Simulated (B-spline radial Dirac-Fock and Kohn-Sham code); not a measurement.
Calculated with a radial B-spline solver, using multi-electron Dirac-Fock with separately optimised hole states, Breit and Lamb-shift corrections added in first order. Correlation energy is missing from these numbers.

Question: An atom or ion in its tabulated ground configuration has these computed binding energies (the last is its least bound level). Which is it?

```csv
level,binding energy (eV)
K,72437.0
L1,14943.7
L2,14398.8
L3,13049.4
M1,5409.4
M3,4856.4
"M4,5",4469.8
```

Answer: W⁴⁹⁺: Z = 74 with 25 electrons, [Ar] 3d7. The hydrogen-like estimate √(E/Ry) = 73.0 for the K level lies 1.0 below Z (screening lowers it, relativity raises it); the outermost level, at 4469.8 eV, fixes the charge.

Question: Identify the element and charge state from the binding energies below (tabulated ground configuration; the least bound level is included).

```
level  binding energy (eV)
    K              32084.3
   L1               5217.2
   L2               4885.0
   M1               1272.6
   M5                835.3
   N2                361.5
 N4,5                269.9
```

Answer: Te¹²⁺: Z = 52 with 40 electrons, [Kr] 4d4. The hydrogen-like estimate √(E/Ry) = 48.6 for the K level lies 3.4 below Z (screening lowers it, relativity raises it); the outermost level, at 269.9 eV, fixes the charge.
